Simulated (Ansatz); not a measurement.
Stretching the Al1–H2 bond in AlH2I (SMILES [AlH2][I]) (multiplicity 1 held, fragments rigid). Energies count from the point at 1.571 Å.
Geometry at that point (charge 0, multiplicity 1):
```xyz
4

Al    -1.0295    -1.5930     0.2675
H     -0.5193    -2.6238     1.3372
H     -2.3270    -1.7805    -0.5976
I      0.3062     0.4738    -0.0796
```

Signs of static correlation in def2-TZVPP, with CASSCF(2,2), from Ansatz (a first-principles code) runs.

```json
[
 {"R (Å)": "1.257", "T1 of restricted CCSD": "0.010", "⟨S²⟩ of UHF": "0.000", "largest double amplitude of restricted CCSD": "0.031", "weight of the CASSCF reference in MRCISD": "0.901", "CASSCF natural occupations": "1.99 0.01"},
 {"R (Å)": "1.414", "T1 of restricted CCSD": "0.010", "⟨S²⟩ of UHF": "0.000", "largest double amplitude of restricted CCSD": "0.031", "weight of the CASSCF reference in MRCISD": "0.900", "CASSCF natural occupations": "1.98 0.02"},
 {"R (Å)": "1.571", "T1 of restricted CCSD": "0.011", "⟨S²⟩ of UHF": "0.000", "largest double amplitude of restricted CCSD": "0.034", "weight of the CASSCF reference in MRCISD": "0.900", "CASSCF natural occupations": "1.98 0.02"},
 {"R (Å)": "1.728", "T1 of restricted CCSD": "0.011", "⟨S²⟩ of UHF": "0.000", "largest double amplitude of restricted CCSD": "0.032", "weight of the CASSCF reference in MRCISD": "0.900", "CASSCF natural occupations": "1.97 0.03"},
 {"R (Å)": "1.885", "T1 of restricted CCSD": "0.012", "⟨S²⟩ of UHF": "0.000", "largest double amplitude of restricted CCSD": "0.032", "weight of the CASSCF reference in MRCISD": "0.899", "CASSCF natural occupations": "1.96 0.04"},
 {"R (Å)": "2.120", "T1 of restricted CCSD": "0.013", "⟨S²⟩ of UHF": "0.000", "largest double amplitude of restricted CCSD": "0.048", "weight of the CASSCF reference in MRCISD": "0.899", "CASSCF natural occupations": "1.93 0.07"},
 {"R (Å)": "2.356", "T1 of restricted CCSD": "0.016", "⟨S²⟩ of UHF": "0.205", "largest double amplitude of restricted CCSD": "0.118", "weight of the CASSCF reference in MRCISD": "0.899", "CASSCF natural occupations": "1.89 0.11"},
 {"R (Å)": "2.749", "T1 of restricted CCSD": "0.025", "⟨S²⟩ of UHF": "0.702", "largest double amplitude of restricted CCSD": "…", "weight of the CASSCF reference in MRCISD": "0.900", "CASSCF natural occupations": "1.78 0.22"},
 {"R (Å)": "3.141", "T1 of restricted CCSD": "0.040", "⟨S²⟩ of UHF": "0.890", "largest double amplitude of restricted CCSD": "…", "weight of the CASSCF reference in MRCISD": "0.900", "CASSCF natural occupations": "1.61 0.39"},
 {"R (Å)": "3.613", "T1 of restricted CCSD": "0.063", "⟨S²⟩ of UHF": "0.970", "largest double amplitude of restricted CCSD": "0.555", "weight of the CASSCF reference in MRCISD": "0.900", "CASSCF natural occupations": "1.40 0.60"},
 {"R (Å)": "4.241", "T1 of restricted CCSD": "0.086", "⟨S²⟩ of UHF": "0.999", "largest double amplitude of restricted CCSD": "0.768", "weight of the CASSCF reference in MRCISD": "0.900", "CASSCF natural occupations": "1.19 0.81"},
 {"R (Å)": "5.026", "T1 of restricted CCSD": "0.098", "⟨S²⟩ of UHF": "1.006", "largest double amplitude of restricted CCSD": "0.921", "weight of the CASSCF reference in MRCISD": "0.900", "CASSCF natural occupations": "1.07 0.93"}
]
```

Q: What belongs in the gaps?

A: 
- 2.749, largest double amplitude of restricted CCSD: 0.238
- 3.141, largest double amplitude of restricted CCSD: 0.373

Doubts at one or more of the structures used: a restricted determinant that unrestricted orbitals would lower (R-CCSD(T)/def2-TZVPP); other coupled-cluster roots lie near (R-CCSD(T)/def2-TZVPP); T1 above 0.05 (R-CCSD(T)/def2-TZVPP, U-CCSD(T)/def2-TZVPP); a spin-contaminated determinant (U-CCSD(T)/def2-TZVPP).
